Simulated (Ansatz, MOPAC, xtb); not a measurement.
Spectroscopic constants of BO, multiplicity 2 (the spin of the measured ground state).

The constants come from a fifth-degree fit in 1/R (seven points, main isotopes). Runs in def2 and cc sets follow the lowest solution found near the PBE0 minimum.

The values were computed with Ansatz (a first-principles code); MOPAC for AM1, PM3, PM6, PM7 (differences of heats of formation); xtb for the GFN methods. Each number belongs to the level named beside it. The GFN methods have no spin term and hold the electronic entropy of 300 K.

```json
[
 {"level": "AM1", "r_e (Å)": "1.168", "ω_e (cm⁻¹)": "2065", "ω_e x_e (cm⁻¹)": "13", "α_e (cm⁻¹)": "0.0085", "D_e (eV)": "-", "dipole (D)": "-"},
 {"level": "PM3", "r_e (Å)": "1.189", "ω_e (cm⁻¹)": "2107", "ω_e x_e (cm⁻¹)": "19", "α_e (cm⁻¹)": "0.015", "D_e (eV)": "-", "dipole (D)": "-"},
 {"level": "PM6", "r_e (Å)": "1.181", "ω_e (cm⁻¹)": "1811", "ω_e x_e (cm⁻¹)": "6.3", "α_e (cm⁻¹)": "0.0094", "D_e (eV)": "-", "dipole (D)": "-"},
 {"level": "PM7", "r_e (Å)": "1.207", "ω_e (cm⁻¹)": "1449", "ω_e x_e (cm⁻¹)": "2.4", "α_e (cm⁻¹)": "0.0062", "D_e (eV)": "-", "dipole (D)": "-"},
 {"level": "GFN1-xTB", "r_e (Å)": "1.197", "ω_e (cm⁻¹)": "1972", "ω_e x_e (cm⁻¹)": "12", "α_e (cm⁻¹)": "0.017", "D_e (eV)": "-", "dipole (D)": "-"},
 {"level": "GFN2-xTB", "r_e (Å)": "1.185", "ω_e (cm⁻¹)": "2079", "ω_e x_e (cm⁻¹)": "14", "α_e (cm⁻¹)": "0.020", "D_e (eV)": "-", "dipole (D)": "-"},
 {"level": "SVWN5/def2-TZVPP", "r_e (Å)": "1.205", "ω_e (cm⁻¹)": "1886", "ω_e x_e (cm⁻¹)": "11", "α_e (cm⁻¹)": "0.016", "D_e (eV)": "10.10", "dipole (D)": "2.18"},
 {"level": "PBE/def2-TZVPP", "r_e (Å)": "1.215", "ω_e (cm⁻¹)": "1844", "ω_e x_e (cm⁻¹)": "11", "α_e (cm⁻¹)": "0.016", "D_e (eV)": "8.98", "dipole (D)": "2.16"},
 {"level": "r2SCAN/def2-TZVPP", "r_e (Å)": "1.206", "ω_e (cm⁻¹)": "1896", "ω_e x_e (cm⁻¹)": "11", "α_e (cm⁻¹)": "0.016", "D_e (eV)": "8.71", "dipole (D)": "2.32"},
 {"level": "B97M-V/def2-TZVPP", "r_e (Å)": "1.203", "ω_e (cm⁻¹)": "1912", "ω_e x_e (cm⁻¹)": "11", "α_e (cm⁻¹)": "0.016", "D_e (eV)": "8.44", "dipole (D)": "2.28"},
 {"level": "B3LYP/def2-TZVPP", "r_e (Å)": "1.202", "ω_e (cm⁻¹)": "1914", "ω_e x_e (cm⁻¹)": "11", "α_e (cm⁻¹)": "0.016", "D_e (eV)": "8.43", "dipole (D)": "2.38"},
 {"level": "PBE0/def2-TZVPP", "r_e (Å)": "1.201", "ω_e (cm⁻¹)": "1934", "ω_e x_e (cm⁻¹)": "11", "α_e (cm⁻¹)": "0.016", "D_e (eV)": "8.46", "dipole (D)": "2.36"},
 {"level": "BHLYP/def2-TZVPP", "r_e (Å)": "1.189", "ω_e (cm⁻¹)": "2006", "ω_e x_e (cm⁻¹)": "11", "α_e (cm⁻¹)": "0.015", "D_e (eV)": "7.78", "dipole (D)": "2.59"},
 {"level": "CAM-B3LYP/def2-TZVPP", "r_e (Å)": "1.197", "ω_e (cm⁻¹)": "1952", "ω_e x_e (cm⁻¹)": "11", "α_e (cm⁻¹)": "0.016", "D_e (eV)": "8.46", "dipole (D)": "2.44"},
 {"level": "wB97X-V/def2-TZVPP", "r_e (Å)": "1.203", "ω_e (cm⁻¹)": "1930", "ω_e x_e (cm⁻¹)": "11", "α_e (cm⁻¹)": "0.015", "D_e (eV)": "8.29", "dipole (D)": "2.42"},
 {"level": "wB97M-V/def2-TZVPP", "r_e (Å)": "1.201", "ω_e (cm⁻¹)": "1934", "ω_e x_e (cm⁻¹)": "11", "α_e (cm⁻¹)": "0.016", "D_e (eV)": "8.41", "dipole (D)": "2.42"},
 {"level": "B2PLYP/def2-TZVPP", "r_e (Å)": "1.208", "ω_e (cm⁻¹)": "1871", "ω_e x_e (cm⁻¹)": "12", "α_e (cm⁻¹)": "0.017", "D_e (eV)": "8.49", "dipole (D)": "-"},
 {"level": "CCSD/aug-cc-pVTZ", "r_e (Å)": "1.207", "ω_e (cm⁻¹)": "1920", "ω_e x_e (cm⁻¹)": "11", "α_e (cm⁻¹)": "0.015", "D_e (eV)": "7.84", "dipole (D)": "-"},
 {"level": "CCSD/def2-TZVPP", "r_e (Å)": "1.205", "ω_e (cm⁻¹)": "1926", "ω_e x_e (cm⁻¹)": "11", "α_e (cm⁻¹)": "0.015", "D_e (eV)": "7.84", "dipole (D)": "-"},
 {"level": "CCSD/aug-cc-pVQZ", "r_e (Å)": "1.201", "ω_e (cm⁻¹)": "1938", "ω_e x_e (cm⁻¹)": "11", "α_e (cm⁻¹)": "0.015", "D_e (eV)": "8.02", "dipole (D)": "-"},
 {"level": "CCSD/def2-QZVPP", "r_e (Å)": "1.201", "ω_e (cm⁻¹)": "1941", "ω_e x_e (cm⁻¹)": "11", "α_e (cm⁻¹)": "0.015", "D_e (eV)": "8.00", "dipole (D)": "-"},
 {"level": "CCSD(T)/aug-cc-pVTZ", "r_e (Å)": "1.215", "ω_e (cm⁻¹)": "1866", "ω_e x_e (cm⁻¹)": "11", "α_e (cm⁻¹)": "0.016", "D_e (eV)": "8.13", "dipole (D)": "-"},
 {"level": "CCSD(T)/def2-TZVPP", "r_e (Å)": "1.213", "ω_e (cm⁻¹)": "1873", "ω_e x_e (cm⁻¹)": "11", "α_e (cm⁻¹)": "0.016", "D_e (eV)": "8.11", "dipole (D)": "-"},
 {"level": "CCSD(T)/aug-cc-pVQZ", "r_e (Å)": "1.209", "ω_e (cm⁻¹)": "1884", "ω_e x_e (cm⁻¹)": "11", "α_e (cm⁻¹)": "0.016", "D_e (eV)": "8.31", "dipole (D)": "-"},
 {"level": "CCSD(T)/def2-QZVPP", "r_e (Å)": "1.208", "ω_e (cm⁻¹)": "1887", "ω_e x_e (cm⁻¹)": "11", "α_e (cm⁻¹)": "0.016", "D_e (eV)": "8.29", "dipole (D)": "-"},
 {"level": "CCSD(T)/CBS(aug-cc-pVTZ, aug-cc-pVQZ)", "r_e (Å)": "1.207", "ω_e (cm⁻¹)": "1894", "ω_e x_e (cm⁻¹)": "11", "α_e (cm⁻¹)": "0.016", "D_e (eV)": "-", "dipole (D)": "-"},
 {"level": "CCSD(T)/CBS(def2-TZVPP, def2-QZVPP)", "r_e (Å)": "1.207", "ω_e (cm⁻¹)": "1894", "ω_e x_e (cm⁻¹)": "11", "α_e (cm⁻¹)": "0.016", "D_e (eV)": "-", "dipole (D)": "-"}
]
```

D_e counts from each atom's lowest state at the same level, without counterpoise or zero-point energy.

Frozen-core correlation. CBS: X⁻³ extrapolation of the correlation energy, Hartree–Fock from the larger set. The state that AM1, PM3, PM6, PM7 reach isn't checked; PM7 holds dispersion and hydrogen-bond terms.

Measured for the ground state: r_e 1.2048 Å, ω_e 1885.3 cm-1, ω_e x_e 11.694 cm-1, B_e 1.7811 cm-1, α_e 0.016516 cm-1 [Irikura, J. Phys. Chem. Ref. Data 36, 389 (2007)].
